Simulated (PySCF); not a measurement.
How methods differ on the excitation energy of O

O [He] 2s2 2p4 (3P) → O [He] 2s1 2p5, s spin flipped, as a difference of total energies. All numbers are calculated (PySCF 2.14, no relativity, point nucleus, in aug-cc-pwCVDZ). Correlated levels: valence and next inner shell: nothing frozen. The calculations carry no spin-orbit coupling.

```json
{"method": "UHF", "excitation energy (cm⁻¹)": "172900"}
{"method": "MP2 (valence and next inner shell)", "excitation energy (cm⁻¹)": "157410"}
{"method": "SCS-MP2 (valence and next inner shell)", "excitation energy (cm⁻¹)": "155660"}
```

The upper determinant mixes two multiplicities, so it lies between the two terms.

The upper state lies above the first ionisation limit, but in LS coupling its spin forbids autoionisation to the ground ion.

The coupled-cluster amplitudes are large for the upper state (T1 above 0.03 or a double amplitude above 0.15), so a single reference is strained.
